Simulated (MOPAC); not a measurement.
Input for MOPAC: PM3 on CH7ClSi (a complex), monomers drawn apart or pushed together.

```
PM3 1SCF PRECISE CHARGE=0 THREADS=1
CH7ClSi

Cl    -0.56148929 1    -0.68711842 1    -0.50006534 1
H     -0.12151837 1    -0.26959638 1     0.63588191 1
C      0.30986305 1     0.76549808 1     4.88052080 1
Si    -0.23958329 1    -0.28399260 1     3.43020883 1
H      0.05463010 1     1.81446003 1     4.72125726 1
H      1.38932241 1     0.69619573 1     5.02478620 1
H     -0.17654881 1     0.43468116 1     5.80004809 1
H     -1.70044171 1    -0.18015283 1     3.20900734 1
H      0.11798576 1    -1.70804668 1     3.62500107 1
H      0.43706963 1     0.18136484 1     2.18693118 1
```

Program output:

```
*******************************************************************************
 **                                                                           **
 **                              MOPAC v23.2.5                                **
 **                                                                           **
 *******************************************************************************
 ** MOPAC's Digital Object Identifier: https://doi.org/10.5281/zenodo.6511958 **
 **                                                                           **
 ** Please cite the open-source release paper for use of this MOPAC version:  **
 ** J. E. Moussa and J. J. P. Stewart (2026)                                  **
 ** MOPAC: An open-source semiempirical molecular orbital program             **
 ** J. Open Source Softw., 11(119), 8025, https://doi.org/10.21105/joss.08025 **
 *******************************************************************************

                              PM3 CALCULATION RESULTS

 *******************************************************************************
 *  PM3        - The PM3 Hamiltonian to be used
 *
 *
 *
 *                 CHARGE ON SYSTEM = 0
 *
 *
 *
 *  PRECISE    - TIGHTER CRITERIA TO BE USED
 *  1SCF       - DO 1 SCF AND THEN STOP
 *  THREADS=1  - MULTI-THREADING NOT USED
 *  T=         - A TIME OF 172800.0 SECONDS REQUESTED
 *  DUMP=N     - RESTART FILE WRITTEN EVERY 7200.0 SECONDS REQUESTED
 *******************************************************************************
PM3 1SCF PRECISE CHARGE=0 THREADS=1
 CH7ClSi

   ATOM   CHEMICAL          X               Y               Z
  NUMBER   SYMBOL      (ANGSTROMS)     (ANGSTROMS)     (ANGSTROMS)

     1      Cl         -0.56148929  *  -0.68711842  *  -0.50006534  *
     2       H         -0.12151837  *  -0.26959638  *   0.63588191  *
     3       C          0.30986305  *   0.76549808  *   4.88052080  *
     4      Si         -0.23958329  *  -0.28399260  *   3.43020883  *
     5       H          0.05463010  *   1.81446003  *   4.72125726  *
     6       H          1.38932241  *   0.69619573  *   5.02478620  *
     7       H         -0.17654881  *   0.43468116  *   5.80004809  *
     8       H         -1.70044171  *  -0.18015283  *   3.20900734  *
     9       H          0.11798576  *  -1.70804668  *   3.62500107  *
    10       H          0.43706963  *   0.18136484  *   2.18693118  *



          CARTESIAN COORDINATES

    NO.       ATOM           X           Y           Z

     1        Cl         -0.5615     -0.6871     -0.5001
     2         H         -0.1215     -0.2696      0.6359
     3         C          0.3099      0.7655      4.8805
     4        Si         -0.2396     -0.2840      3.4302
     5         H          0.0546      1.8145      4.7213
     6         H          1.3893      0.6962      5.0248
     7         H         -0.1765      0.4347      5.8000
     8         H         -1.7004     -0.1802      3.2090
     9         H          0.1180     -1.7080      3.6250
    10         H          0.4371      0.1814      2.1869

  H: (PM3): J. J. P. STEWART, J. COMP. CHEM. 10, 209 (1989).
  C: (PM3): J. J. P. STEWART, J. COMP. CHEM. 10, 209 (1989).
 Si: (PM3): J. J. P. STEWART, J. COMP. CHEM. 10, 209 (1989).
 Cl: (PM3): J. J. P. STEWART, J. COMP. CHEM. 10, 209 (1989).

           Empirical Formula: C H7 Cl Si  =    10 atoms



      MOLECULAR POINT GROUP   :   C1


      RHF CALCULATION, NO. OF DOUBLY OCCUPIED LEVELS = 11


 -------------------------------------------------------------------------------
 PM3 1SCF PRECISE CHARGE=0 THREADS=1
 CH7ClSi



     1SCF WAS SPECIFIED, SO BFGS WAS NOT USED
     SCF FIELD WAS ACHIEVED


                              PM3 CALCULATION
                                                       MOPAC v23.2.5 Linux




          FINAL HEAT OF FORMATION =        -29.68906 KCAL/MOL =    -124.21904 KJ/MOL


          COSMO AREA              =        135.69 SQUARE ANGSTROMS
          COSMO VOLUME            =        120.36 CUBIC ANGSTROMS

          IONIZATION POTENTIAL    =         10.830990 EV
          HOMO LUMO ENERGIES (EV) =        -10.831  0.271
          NO. OF FILLED LEVELS    =         11
          MOLECULAR WEIGHT        =         82.6048         POINT GROUP:  C1

          MOLECULAR DIMENSIONS (Angstroms)

            Atom       Atom       Distance
            H     7   Cl     1     6.41078
            H     5    H     9     3.27994
            H     6    H     8     2.99127


          SCF CALCULATIONS        =          1





   ATOM   CHEMICAL          X               Y               Z
  NUMBER   SYMBOL      (ANGSTROMS)     (ANGSTROMS)     (ANGSTROMS)

     1      Cl         -0.56148929  *  -0.68711842  *  -0.50006534  *
     2       H         -0.12151837  *  -0.26959638  *   0.63588191  *
     3       C          0.30986305  *   0.76549808  *   4.88052080  *
     4      Si         -0.23958329  *  -0.28399260  *   3.43020883  *
     5       H          0.05463010  *   1.81446003  *   4.72125726  *
     6       H          1.38932241  *   0.69619573  *   5.02478620  *
     7       H         -0.17654881  *   0.43468116  *   5.80004809  *
     8       H         -1.70044171  *  -0.18015283  *   3.20900734  *
     9       H          0.11798576  *  -1.70804668  *   3.62500107  *
    10       H          0.43706963  *   0.18136484  *   2.18693118  *

                             CARTESIAN COORDINATES

   1   Cl       -0.561489290    -0.687118420    -0.500065340
   2    H       -0.121518370    -0.269596380     0.635881910
   3    C        0.309863050     0.765498080     4.880520800
   4   Si       -0.239583290    -0.283992600     3.430208830
   5    H        0.054630100     1.814460030     4.721257260
   6    H        1.389322410     0.696195730     5.024786200
   7    H       -0.176548810     0.434681160     5.800048090
   8    H       -1.700441710    -0.180152830     3.209007340
   9    H        0.117985760    -1.708046680     3.625001070
  10    H        0.437069630     0.181364840     2.186931180


           Empirical Formula: C H7 Cl Si  =    10 atoms



      MOLECULAR POINT GROUP   :   C1


                  EIGENVALUES
 -55.37193 -29.23572 -16.93854 -14.76097 -14.41928 -13.99593 -11.63299 -11.44171
 -11.20858 -10.83865 -10.83099   0.27078   1.30534   1.57003   1.92733   2.12136
   4.32080   4.38478   4.39197


              NET ATOMIC CHARGES AND DIPOLE CONTRIBUTIONS

  ATOM NO.   TYPE          CHARGE      No. of ELECS.   s-Pop       p-Pop
    1         Cl          -0.176366        7.1764     1.96842     5.20795
    2          H           0.149634        0.8504     0.85037
    3          C          -0.274942        4.2749     1.14996     3.12498
    4         Si           0.494227        3.5058     0.95105     2.55472
    5          H           0.057571        0.9424     0.94243
    6          H           0.057686        0.9423     0.94231
    7          H           0.058606        0.9414     0.94139
    8          H          -0.114188        1.1142     1.11419
    9          H          -0.114238        1.1142     1.11424
   10          H          -0.137989        1.1380     1.13799
 DIPOLE           X         Y         Z       TOTAL
 POINT-CHG.     0.339     0.436     1.710     1.797
 HYBRID         0.369     0.388     0.700     0.881
 SUM            0.708     0.824     2.410     2.644


          ATOMIC ORBITAL ELECTRON POPULATIONS

     Atom    s        px        py        pz
    1 Cl   1.96842   1.90661   1.91590   1.38544
    2  H   0.85037
    3  C   1.14996   1.03603   1.04069   1.04827
    4 Si   0.95105   0.86713   0.86226   0.82533
    5  H   0.94243
    6  H   0.94231
    7  H   0.94139
    8  H   1.11419
    9  H   1.11424
   10  H   1.13799

 **********************
 *                    *
 * JOB ENDED NORMALLY *
 *                    *
 **********************




 == MOPAC DONE ==
```

The run finished.

Cost: very roughly 0.020 core-seconds.
